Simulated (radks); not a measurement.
Charge is removed step by step from the 1s down level of neutral lithium, starting from 1s(up 1, down 1) 2s1. Calculated with a radial shooting solver on a logarithmic mesh with Libxc functionals: scalar-relativistic Kohn-Sham, PBE, spin-polarised, spherical densities, point nucleus; open shells are filled with parallel spins first.

removed (e),E - E(0) (eV),eigenvalue (eV)
0,0.000,-51.515
0.125,6.648,-54.855
0.25,13.715,-58.216
0.375,21.201,-61.558
0.5,29.101,-64.825
0.625,37.400,-67.927
0.75,46.069,-70.693
0.875,55.041,-72.645

The mean slope of the eigenvalue, de/dn, is 24.1 eV per electron.
